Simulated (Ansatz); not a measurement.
Cl2Si, singlet, at a GFN2-xTB geometry; Ansatz (an electronic-structure program) with MP2/6-31G*.

The Ansatz input:
Ansatz 0.2 input:
```yaml
crystal:
  periodic: [false, false, false]
  atoms:
    - {symbol: Si, position_ang: [0.00085030, 0.00527408, 0.92381323]}
    - {symbol: Cl, position_ang: [1.01602194, 1.21319412, -0.38826774]}
    - {symbol: Cl, position_ang: [-1.01672219, -1.21753748, -0.37251962]}
basis:
  gaussian:
    orbitals: 6-31G*
magnetization: {spin_polarized: false}
correlation: {method: mp2}
```

The log (banner, timings and long lists left out):

```
Functional definition: HF
494 factors; integrals over basis functions are off by at most 6.4e-4 eV
mean field evaluation 1: about -32868.7170 eV, gradient 1.6e1 eV
mean field evaluation 2: about -32868.8131 eV, gradient 1.6e1 eV
mean field evaluation 4: about -32869.7777 eV, gradient 1.4e0 eV
mean field evaluation 8: about -32869.8031 eV, gradient 6.1e-5 eV
mean field -32869.80307833 eV, -1207.9429831758 hartree, gradient 1.8e-6 eV, S^2 0.000000; 0 other end points of the search recorded, 0 dependent functions left out; unrestricted orbitals would lower it
mean field evaluation 16: about -32869.7438 eV, gradient 1.7e0 eV
15 core orbitals not correlated
reference -32869.80307833 eV, -1207.9429831758 hartree; 9, 9 occupied and 33, 33 virtual orbitals, 494 factors
second order -8.90514011 eV of doubles, -0.00000000 eV of singles
Total energy: -32878.70821844 eV, -1208.2702410388 hartree
```
